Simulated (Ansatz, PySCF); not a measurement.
Gas-phase reaction (SMILES): CC (C2H6) -> 2 [CH3] (CH3); the C-C bond at the site shown breaks (other sites are not compared here).

Geometries: B3LYP-D3(BJ)/def2-TZVP minima from Ansatz (a first-principles code). Valence correlation only, unless marked. UHF or UKS for open shells. No spin-orbit coupling. No relativistic terms. CBS marks a two-point X^-3 extrapolation of the correlation energy; Hartree-Fock from the larger set. [CCSD(T)-MP2]/basis is that difference in the basis named. Thermal terms are rigid-rotor harmonic-oscillator values from B3LYP-D3(BJ) frequencies (PySCF) at 298.15 K and 1 atm. 1 Eh = 627.5095 kcal/mol. Electronic entropy comes from spin alone.

```json
[
 {"species": "CC (C2H6)", "E, RI-MP2/CBS(def2-TZVPPD,def2-QZVPPD)+[CCSD(T)-MP2]/def2-TZVPPD (Ansatz) (Eh)": "-79.71825", "E, wB97X-V/def2-TZVPD (Ansatz) (Eh)": "-79.82947", "H - E (Eh)": "0.07887", "G - E (Eh)": "0.05302"},
 {"species": "[CH3] (CH3)", "E, RI-MP2/CBS(def2-TZVPPD,def2-QZVPPD)+[CCSD(T)-MP2]/def2-TZVPPD (Ansatz) (Eh)": "-39.78160", "E, wB97X-V/def2-TZVPD (Ansatz) (Eh)": "-39.83594", "H - E (Eh)": "0.03371", "G - E (Eh)": "0.01164"}
]
```

### Question
Work out ΔE and ΔH, ΔG, ΔS and the equilibrium constant at 298.15 K at the first level, then ΔH at the second.

### Answer

1. ΔE = [2×(-39.78160)] - [(-79.71825)] = 0.15505 Eh = 97.3 kcal/mol at RI-MP2/CBS(def2-TZVPPD,def2-QZVPPD)+[CCSD(T)-MP2]/def2-TZVPPD.
2. The terms H - E add up to -0.01145 Eh, so ΔH = (0.15505 + (-0.01145))×627.5095 = 90.1 kcal/mol.
3. The terms G - E add up to -0.02974 Eh, so ΔG = 78.6 kcal/mol, and ΔS = (-0.01145 - (-0.02974))×627509.5/298.15 = 38.5 cal/(mol K).
4. log10 K = -ΔG/(RT ln 10) = -57.6, with RT ln 10 = 1.3642 kcal/mol.
5. With ΔH and ΔS taken as constant, ΔG changes sign near ΔH/ΔS = 2340 K, a rough figure that leaves out heat capacities.
6. At wB97X-V/def2-TZVPD the same steps give ΔE = 98.9 and ΔH = 91.7 kcal/mol, a shift of +1.6 from the first level.
7. Tabulated enthalpies of formation (CC (C2H6) -20.0 kcal/mol, ATcT 1.112; [CH3] (CH3) 35.0 kcal/mol, ATcT 1.112) give ΔH = 90.0, so the errors are +0.1 and +1.7 kcal/mol; the tables hold anharmonic motion, scalar relativity, spin-orbit effects, which both levels lack, and core correlation, which the frozen-core level lacks.
